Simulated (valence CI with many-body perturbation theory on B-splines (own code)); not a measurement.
**Missing levels of Ca7+**

Level of theory: configuration interaction combined with many-body perturbation theory (CI+MBPT): three valence electrons over a frozen Dirac-Fock core [Ne], radial functions for each j: 11 s, 11 p, 9 d, 7 f, 5 g, 2 h, 1 i, with the one-electron correlation potential Σ1, the two-electron term Σ2, the three-electron term Σ3, Breit, model QED; selected CI, second order for the rest, scaled by the run's own slope (own B-spline code, finite nucleus).

No measured spectrum was set against this ion. As an estimate, levels hold to about 100 cm⁻¹ or 0.05 % of their energy and the worst to 300 or 400 cm⁻¹, as in measured light ions of charge 2 to 7.

```csv
Level,E (eV)
3s²3p ²P°_1/2,0.000
3s²3p ²P°_3/2,?
3s3p² ⁴P_1/2,?
3s3p² ⁴P_3/2,16.286
3s3p² ⁴P_5/2,?
3s3p² ²D_3/2,21.273
3s3p² ²D_5/2,21.304
3s3p² ²S_1/2,26.874
3s3p² ²P_1/2,28.669
3s3p² ²P_3/2,?
3s²3d ²D_3/2,35.007
3s²3d ²D_5/2,35.034
3p³ ²D°_3/2,?
3p³ ²D°_5/2,41.692
3p³ ⁴S°_3/2,42.915
3p³ ²P°_1/2,?
3s3p3d ⁴F°_3/2,46.773
3p³ ²P°_3/2,46.791
3s3p3d ⁴F°_5/2,46.886
3s3p3d ⁴F°_7/2,47.045
```

Names give the largest LS component (configuration and term), which can be under half, so a name can repeat, a term be missing and a line seem to break the LS rules; names also repeat where a configuration has a term twice.

(1) The levels stand in rising order. What does the calculation give for the missing energies?

Results:

(1) 3s²3p ²P°_3/2 0.535; 3s3p² ⁴P_1/2 16.089; 3s3p² ⁴P_5/2 16.579; 3s3p² ²P_3/2 28.989; 3p³ ²D°_3/2 41.635; 3p³ ²P°_1/2 46.771.
